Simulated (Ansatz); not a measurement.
CH5GaO (`C[O][GaH2]`). Charge 0, multiplicity 1.

```xyz
8

C     0.090    0.967   -0.750
O     0.359    0.458    0.529
Ga   -0.067   -1.193    1.048
H    -0.550    1.853   -0.673
H    -0.413    0.244   -1.406
H     1.024    1.269   -1.237
H    -0.781   -2.081   -0.024
H     0.338   -1.517    2.513
```

(1) List the harmonic frequencies (cm⁻¹, unscaled) at PBE0-D4/def2-TZVP in Ansatz. (Estimate.)

(2) Is this a minimum?

(3) Give the ideal-gas thermochemistry at 298.15 K and 1 bar (rigid rotor, harmonic oscillator; point group Cs, symmetry number 1).

(4) And at 400, 500, 600, 800 and 1000 K?

(5) Rotational constants (cm⁻¹)?

Answers

(1) Ansatz gave: 115, 215, 235, 515, 614, 623, 718, 1137, 1180, 1205, 1477, 1488, 1500, 1984, 2029, 2989, 3054, 3070.

(2) Yes, all 18 modes are real.

(3) Zero-point energy 144.4 kJ/mol; H(298) − E = 160.8 kJ/mol; entropy 303.8 J/(mol·K), of which translation 166.6, rotation 99.8, vibration 37.4; G(298) − E = 70.2 kJ/mol.

(4) 
```csv
T (K),H − E (kJ/mol),S (J/mol/K),G − E (kJ/mol)
400,169.3,328.4,38.0
500,179.0,349.8,4.0
600,189.7,369.4,-31.9
800,213.9,404.1,-109.4
1000,241.0,434.3,-193.3
```

(5) 1.278, 0.1333, 0.1235.
